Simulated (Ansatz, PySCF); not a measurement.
This PySCF input computes a B3LYP/def2-TZVPD energy:

```python
from pyscf import gto, scf, dft

mol = gto.M(
    atom='''
    C     1.19116540    0.02436462    0.00315701
    C    -0.01664926   -0.30007511    0.51891372
    O    -1.07559004    0.18044252   -0.35335896
    H     1.32540947    0.57277564   -0.94124711
    H     2.09861003   -0.26004892    0.53013007
    H    -1.86639598   -0.10200392    0.10556434
    ''',
    basis='def2-tzvpd',
    charge=-1,
    spin=0,
    verbose=4,
)

mf = dft.RKS(mol, xc='b3lyp').density_fit(auxbasis='def2-universal-jkfit')
mf.grids.level = 3
mf.conv_tol = 1e-9
mf.max_cycle = 100
mf.max_memory = 1500
mf.kernel()
if not mf.converged:
    mf = mf.newton()
    mf.kernel(mf.make_rdm1())
mf.analyze()
```

### Question
Write an input for the same energy in Ansatz (a program for electronic structure) and say what it gives.

### Answer

Ansatz 0.2 input:
```yaml
crystal:
  periodic: [false, false, false]
  atoms:
    - {symbol: C, position_ang: [1.19116540, 0.02436462, 0.00315701]}
    - {symbol: C, position_ang: [-0.01664926, -0.30007511, 0.51891372]}
    - {symbol: O, position_ang: [-1.07559004, 0.18044252, -0.35335896]}
    - {symbol: H, position_ang: [1.32540947, 0.57277564, -0.94124711]}
    - {symbol: H, position_ang: [2.09861003, -0.26004892, 0.53013007]}
    - {symbol: H, position_ang: [-1.86639598, -0.10200392, 0.10556434]}
basis:
  gaussian:
    orbitals: def2-TZVPD
hamiltonian:
  xc: {name: B3LYP}
total_charge: -1
output: {forces: true}
```
It gives -153.23678 Eh, and PySCF -153.23682 Eh, a difference of 0.04 mEh, from the treatment of integrals and grids.

It need not be the lowest isomer of its formula. Whether it binds its extra electron was not tested at this geometry.
